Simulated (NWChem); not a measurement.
System: TaCl₂F₃; SMILES [F][Ta]([F])([F])([Cl])[Cl]

Excerpt of the output:

```
             Northwest Computational Chemistry Package (NWChem) 7.3.0
             --------------------------------------------------------

 C2V symmetry detected

                             Geometry "geometry" -> ""
                             -------------------------

 Output coordinates in angstroms (scale by  1.889725989 to convert to a.u.)

  No.       Tag          Charge          X              Y              Z
 ---- ---------------- ---------- -------------- -------------- --------------
    1 Ta                  73.0000     0.00000000     0.00000000     0.18781004
    2 F                    9.0000     0.00000000     1.80482212     0.24530404
    3 F                    9.0000     0.00000000    -1.80482212     0.24530404
    4 F                    9.0000     0.00000000     0.00000000     2.03838760
    5 Cl                  17.0000    -1.83107351     0.00000000    -1.07267924
    6 Cl                  17.0000     1.83107351     0.00000000    -1.07267924

 Effective nuclear repulsion energy (a.u.)    1408.0586323736

      Symmetry information
      --------------------

 Group name             C2v
 Group number             16
 Group order               4
 No. of unique centers     4

                                Z-matrix (autoz)
                                --------

 Units are Angstrom for bonds and degrees for angles

      Type          Name      I     J     K     L     M      Value
      ----------- --------  ----- ----- ----- ----- ----- ----------
    1 Stretch                  1     2                       1.80574
    2 Stretch                  1     3                       1.80574
    3 Stretch                  1     4                       1.85058
    4 Stretch                  1     5                       2.22299
    5 Stretch                  1     6                       2.22299
    6 Bend                     2     1     4                88.17542
    7 Bend                     2     1     5                91.03447
    8 Bend                     2     1     6                91.03447
    9 Bend                     3     1     4                88.17542
   10 Bend                     3     1     5                91.03447
   11 Bend                     3     1     6                91.03447
   12 Bend                     4     1     5               124.54306
   13 Bend                     4     1     6               124.54306
   14 Bend                     5     1     6               110.91387

                           NWChem Geometry Optimization
                           ----------------------------

 maximum gradient threshold         (gmax) =   0.000450
 rms gradient threshold             (grms) =   0.000300
 maximum cartesian step threshold   (xmax) =   0.001800
 rms cartesian step threshold       (xrms) =   0.001200
 fixed trust radius                (trust) =   0.300000
 source of zmatrix                         =   autoz

          -------------------
          Energy Minimization
          -------------------

 Using diagonal initial Hessian
 Scaling for Hessian diagonals: bonds = 1.00  angles = 0.25  torsions = 0.10

          --------
          Step   0

                                 NWChem DFT Module
                                 -----------------

 Summary of "ao basis" -> "ao basis" (spherical)
 ------------------------------------------------------------------------------
       Tag                 Description            Shells   Functions and Types
 ---------------- ------------------------------  ------  ---------------------
 Ta                         def2-svp                12       32   6s3p2d1f
 F                          def2-svp                 6       14   3s2p1d
 Cl                         def2-svp                 8       18   4s3p1d

      Symmetry analysis of basis
      --------------------------

        a1         45
        a2         13
        b1         27
        b2         25

            General Information
            -------------------
          SCF calculation type: DFT
          Wavefunction type:  closed shell.
          No. of atoms     :     6
          No. of electrons :    74
           Alpha electrons :    37
            Beta electrons :    37
          Charge           :     0
          Spin multiplicity:     1
          Use of symmetry is: on ; symmetry adaption is: on
          Maximum number of iterations: 150
          AO basis - number of functions:   110
                     number of shells:    46
          Convergence on energy requested:  1.00D-06
          Convergence on density requested:  1.00D-05
          Convergence on gradient requested:  5.00D-04

              XC Information
              --------------
                         PBE0 Method XC Functional
                     Hartree-Fock (Exact) Exchange  0.250
          PerdewBurkeErnzerhof Exchange Functional  0.750
            Perdew 1991 LDA Correlation Functional  1.000 local
           PerdewBurkeErnz. Correlation Functional  1.000 non-local

             Grid Information
             ----------------
          Grid used for XC integration:  medium
          Radial quadrature: Mura-Knowles
          Angular quadrature: Lebedev.
          Tag              B.-S. Rad. Rad. Pts. Rad. Cut. Ang. Pts.
          ---              ---------- --------- --------- ---------
          Ta                  1.45      123           8.0       590
          F                   0.50       49          10.0       434
          Cl                  1.00       88          10.0       590
          Grid pruning is: on
          Number of quadrature shells:   309
          Spatial weights used:  Erf1

      Superposition of Atomic Density Guess
      -------------------------------------

 Sum of atomic energies:       -1278.44322738

      Non-variational initial energy
      ------------------------------

 Total energy =   -1273.153604
 1-e energy   =   -2681.388148
 2-e energy   =     956.705711
 HOMO         =      -0.455586
 LUMO         =       0.030036

      Symmetry analysis of molecular orbitals - initial
      -------------------------------------------------

  Numbering of irreducible representations:

     1 a1          2 a2          3 b1          4 b2

  Orbital symmetries:

     1 a1          2 b1          3 a1          4 b2          5 a1
     6 a1          7 b1          8 a1          9 b1         10 a1
    11 b2         12 a2         13 b1         14 a1         15 b2
    16 a1         17 b1         18 a1         19 a1         20 b2
    21 a1         22 b1         23 a1         24 b2         25 a2
    26 a1         27 b1         28 a1         29 b1         30 b2
    31 b2         32 a1         33 b1         34 a1         35 b2
    36 a2         37 b1         38 a1         39 a2         40 b1
    41 b2         42 a1         43 b2         44 a1         45 b1
    46 a1         47 a1

   convergence    iter        energy       DeltaE   RMS-Dens  Diis-err
 ---------------- ----- ----------------- --------- --------- ---------
 d= 0,ls=0.0,diis     1  -1275.7774542563 -1.73D+03  3.37D-02  2.89D+00
 d= 0,ls=0.0,diis     2  -1273.6080841563  2.17D+00  2.26D-02  2.68D+01
 d= 0,ls=0.0,diis     3  -1276.1368467754 -2.53D+00  1.74D-03  4.63D-02
 d= 0,ls=0.0,diis     4  -1276.1403248323 -3.48D-03  7.83D-04  1.53D-02
 d= 0,ls=0.0,diis     5  -1276.1420022098 -1.68D-03  1.37D-04  4.74D-04
  Resetting Diis
 d= 0,ls=0.0,diis     6  -1276.1420407070 -3.85D-05  6.14D-05  1.01D-04
 d= 0,ls=0.0,diis     7  -1276.1420501590 -9.45D-06  3.32D-05  8.18D-06
 d= 0,ls=0.0,diis     8  -1276.1420490717  1.09D-06  2.02D-05  2.06D-05
 d= 0,ls=0.0,diis     9  -1276.1420509016 -1.83D-06  2.10D-06  1.27D-07
 d= 0,ls=0.0,diis    10  -1276.1420509111 -9.54D-09  8.10D-07  1.81D-08

         Total DFT energy =    -1276.142050911089
      One electron energy =    -2683.126393831710
           Coulomb energy =     1049.608759531885
    Exchange-Corr. energy =      -94.153248709954
 Nuclear repulsion energy =      451.528832098690

 Numeric. integr. density =       74.000003722112

                  Occupations of the irreducible representations
                  ----------------------------------------------

                     irrep           alpha         beta
                     --------     --------     --------
                     a1               16.0         16.0
                     a2                3.0          3.0
                     b1               10.0         10.0
                     b2                8.0          8.0

                       DFT Final Molecular Orbital Analysis
                       ------------------------------------

 Vector   35  Occ=2.000000D+00  E=-3.826888D-01  Symmetry=b2
              MO Center=  5.4D-13,  1.5D-15, -9.1D-01, r^2= 4.5D+00
   Bfn.  Coefficient  Atom+Function         Bfn.  Coefficient  Atom+Function
  ----- ------------  ---------------      ----- ------------  ---------------
    86      0.422368  5 Cl py               104      0.422368  6 Cl py
    83      0.324548  5 Cl py               101      0.324548  6 Cl py
    80      0.187208  5 Cl py                98      0.187208  6 Cl py
    38     -0.151522  2 F  pz                52      0.151522  3 F  pz
    41      0.107047  2 F  pz                55     -0.107047  3 F  pz

 Vector   36  Occ=2.000000D+00  E=-3.824022D-01  Symmetry=b1
              MO Center= -2.1D-13, -7.7D-15, -1.0D+00, r^2= 4.4D+00
   Bfn.  Coefficient  Atom+Function         Bfn.  Coefficient  Atom+Function
  ----- ------------  ---------------      ----- ------------  ---------------
    87      0.414314  5 Cl pz               105     -0.414314  6 Cl pz
    84      0.306680  5 Cl pz               102     -0.306680  6 Cl pz
    81      0.178074  5 Cl pz                85     -0.177366  5 Cl px
    99     -0.178074  6 Cl pz               103     -0.177366  6 Cl px
    82     -0.142805  5 Cl px               100     -0.142805  6 Cl px

 Vector   37  Occ=2.000000D+00  E=-3.766754D-01  Symmetry=a2
              MO Center= -5.7D-13,  2.4D-14, -8.7D-01, r^2= 4.5D+00
   Bfn.  Coefficient  Atom+Function         Bfn.  Coefficient  Atom+Function
  ----- ------------  ---------------      ----- ------------  ---------------
    86      0.422019  5 Cl py               104     -0.422019  6 Cl py
    83      0.321989  5 Cl py               101     -0.321989  6 Cl py
    36     -0.191179  2 F  px                50      0.191179  3 F  px
    80      0.185600  5 Cl py                98     -0.185600  6 Cl py
    39      0.136151  2 F  px                53     -0.136151  3 F  px

[...]

      ----------------------
      Optimization converged
      ----------------------

  Step       Energy      Delta E   Gmax     Grms     Xrms     Xmax
  ---- ---------------- -------- -------- -------- -------- --------
@    6   -1276.15404199 -3.4D-07  0.00004  0.00001  0.00041  0.00112
                                     ok       ok       ok       ok

                                Z-matrix (autoz)
                                --------

 Units are Angstrom for bonds and degrees for angles

      Type          Name      I     J     K     L     M      Value     Gradient
      ----------- --------  ----- ----- ----- ----- ----- ---------- ----------
    1 Stretch                  1     2                       1.88041    0.00000
    2 Stretch                  1     3                       1.88041    0.00000
    3 Stretch                  1     4                       1.85574   -0.00004
    4 Stretch                  1     5                       2.28149    0.00002
    5 Stretch                  1     6                       2.28149    0.00002
    6 Bend                     2     1     4                87.04323    0.00001
    7 Bend                     2     1     5                91.55676   -0.00001
    8 Bend                     2     1     6                91.55676   -0.00001
    9 Bend                     3     1     4                87.04323    0.00001
   10 Bend                     3     1     5                91.55676   -0.00001
   11 Bend                     3     1     6                91.55676   -0.00001
   12 Bend                     4     1     5               121.78123    0.00001
   13 Bend                     4     1     6               121.78123    0.00001
   14 Bend                     5     1     6               116.43753   -0.00001

                         Geometry "geometry" -> "geometry"
                         ---------------------------------

 Output coordinates in angstroms (scale by  1.889725989 to convert to a.u.)

  No.       Tag          Charge          X              Y              Z
 ---- ---------------- ---------- -------------- -------------- --------------
    1 Ta                  73.0000     0.00000000     0.00000000     0.15415617
    2 F                    9.0000     0.00000000     1.87790569     0.25115232
    3 F                    9.0000     0.00000000    -1.87790569     0.25115232
    4 F                    9.0000     0.00000000     0.00000000     2.00989412
    5 Cl                  17.0000    -1.93941671     0.00000000    -1.04745384
    6 Cl                  17.0000     1.93941671     0.00000000    -1.04745384

 Effective nuclear repulsion energy (a.u.)    1369.8033624857

      Symmetry information
      --------------------

 Group name             C2v
 Group number             16
 Group order               4
 No. of unique centers     4

                Final and change from initial internal coordinates
                --------------------------------------------------

                                Z-matrix (autoz)
                                --------

 Units are Angstrom for bonds and degrees for angles

      Type          Name      I     J     K     L     M      Value       Change
      ----------- --------  ----- ----- ----- ----- ----- ---------- ----------
    1 Stretch                  1     2                       1.88041    0.07467
    2 Stretch                  1     3                       1.88041    0.07467
    3 Stretch                  1     4                       1.85574    0.00516
    4 Stretch                  1     5                       2.28149    0.05851
    5 Stretch                  1     6                       2.28149    0.05851
    6 Bend                     2     1     4                87.04323   -1.13219
    7 Bend                     2     1     5                91.55676    0.52230
    8 Bend                     2     1     6                91.55676    0.52230
    9 Bend                     3     1     4                87.04323   -1.13219
   10 Bend                     3     1     5                91.55676    0.52230
   11 Bend                     3     1     6                91.55676    0.52230
   12 Bend                     4     1     5               121.78123   -2.76183
   13 Bend                     4     1     6               121.78123   -2.76183
   14 Bend                     5     1     6               116.43753    5.52366

 ==============================================================================
                                internuclear distances
 ------------------------------------------------------------------------------
       center one      |      center two      | atomic units |  angstroms
 ------------------------------------------------------------------------------
    2 F                |   1 Ta               |     3.55346  |     1.88041
    3 F                |   1 Ta               |     3.55346  |     1.88041
    4 F                |   1 Ta               |     3.50684  |     1.85574
    5 Cl               |   1 Ta               |     4.31139  |     2.28149
    6 Cl               |   1 Ta               |     4.31139  |     2.28149
 ------------------------------------------------------------------------------
                         number of included internuclear distances:          5
 ==============================================================================
```

Level: PBE0/def2-SVP with def2 effective core potentials on Ta. No frequency run checked for a minimum. def2 effective core potentials on Ta; no spin-orbit coupling.

**Question.** Reconstruct the input file.

**Answer.** One answer among several that fit: the input that was run:
```
start job
memory heap 200 mb stack 900 mb global 1100 mb
geometry units angstroms
  Ta     0.014520     0.134685     0.100166
  F      0.986379    -0.794033     1.305762
  F     -0.947354     1.155457    -1.037249
  F      0.174792     1.614445     1.199830
  Cl     1.443841    -0.393214    -1.518561
  Cl    -1.632433    -1.353391     0.220956
end
basis spherical
  * library def2-svp
end
ecp
  Ta library def2-ecp
end
dft
  xc pbe0
  iterations 150
end
driver
  maxiter 120
end
task dft optimize
```
